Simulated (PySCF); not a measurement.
SeCl₃, SMILES Cl[Se+](Cl)Cl, charge +1. Heavy atoms are numbered as in [Se+:1]([Cl:2])([Cl:3])[Cl:4].

The structure is a stationary point at ωB97X-D3(BJ)/def2-SVP. The multiplicity is an assumed one; other spin states were not compared. The isomer is the one that the SMILES or the coordinates give; other isomers of the formula were not compared.

Computed with PBE0/def2-TZVPD in PySCF.

ESP charges are fitted to the potential on shells at 1.4 to 2.0 van der Waals radii. Atomic charges (e), one atom of each kind:

| atom | IAO | ESP fit |
|---|---|---|
| Se1 | 1.12 | ___ |
| Cl2 | -0.04 | ___ |

Complete the blanks. (Estimate from the structure and the level; the computed values follow.)


- Se1, ESP fit: 0.54
- Cl2, ESP fit: 0.15
